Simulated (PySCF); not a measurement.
This PySCF input asks for the NMR shieldings of SMILES CC[C@H](C)[P+]1([AlH3-])C=C1, C₆H₁₄AlP; the geometry comes from GFN2-xTB.

```python
import basis_set_exchange as bse
import numpy as np
from pyscf import gto, dft
from pyscf.prop import nmr

atoms = """
C    -2.409778    1.307137    0.636373
C    -1.846441   -0.064623    0.290556
C    -0.644907    0.036999   -0.647854
C    -0.197141   -1.323400   -1.172061
P     0.814560    0.912503    0.146891
Al    2.929074    0.156476   -0.972163
C     0.791787    0.359513    1.889699
C     1.560166   -0.431366    1.192899
H    -1.634515    1.935417    1.074428
H    -3.228139    1.220540    1.347013
H    -2.781729    1.801358   -0.258050
H    -1.544031   -0.583094    1.205490
H    -2.622416   -0.669173   -0.186701
H    -0.919328    0.667899   -1.503211
H     0.045543   -1.990557   -0.344898
H     0.691764   -1.208757   -1.797554
H    -0.985318   -1.786868   -1.764147
H     2.413996    0.849952   -2.289459
H     3.120958   -1.406503   -1.042758
H     3.809973    0.924221    0.077220
H     0.407582    0.588130    2.859986
H     2.217928   -1.276419    1.257452
"""
names = dict.fromkeys(["C", "P", "Al", "H"], "pcSseg-1")
basis = {el: gto.basis.parse(bse.get_basis(n, elements=[el], fmt="nwchem")) for el, n in names.items()}
mol = gto.M(atom=atoms, basis=basis, charge=0, verbose=0)
mf = dft.RKS(mol, xc="PBE0")
mf.grids.level = 2
mf.grids.alignment = dft.numint.BLKSIZE   # the property module wants whole blocks of grid points
mf.conv_tol = 1e-9
mf.kernel()

calc = nmr.RKS(mf)   # GIAO
C = mf.mo_coeff
Co = C[:, mf.mo_occ > 0]
resp = mf.gen_response(singlet=True, hermi=2)
def vind(x):   # induced exchange potential for any number of trial vectors
    d = np.einsum("pi,xij,qj->xpq", C, 2 * x.reshape(-1, C.shape[1], Co.shape[1]), Co, optimize=True)
    return np.einsum("xpq,pi,qj->xij", resp(d - d.transpose(0, 2, 1)), C, Co, optimize=True).ravel()
mo1, _ = nmr.rhf.solve_mo1(calc, with_cphf=vind)
sigma = calc.kernel(mo1)
for i, s in enumerate(sigma):   # ppm
    print("%2d %-2s %9.2f" % (i, mol.atom_pure_symbol(i), np.trace(s) / 3))
```

Problem. Give the expected output.

Solution. 
```
 0 C     170.97
 1 C     159.87
 2 C     151.75
 3 C     167.88
 4 P     518.87
 5 Al    418.77
 6 C      71.41
 7 C      58.74
 8 H      30.49
 9 H      30.60
10 H      30.71
11 H      31.06
12 H      30.54
13 H      30.53
14 H      31.32
15 H      29.88
16 H      30.68
17 H      26.41
18 H      27.05
19 H      27.43
20 H      23.85
21 H      23.37
```

These numbers come from an equivalent density-fitted implementation of the same equations, which agrees with the script to about 0.01 ppm for H and up to a few tenths of a ppm for heavy atoms, so last digits may differ.

Size and cost of the density-fitted run: 220 basis functions, 46 s wall time on 1 thread of an Arm Neoverse V1, shared host.
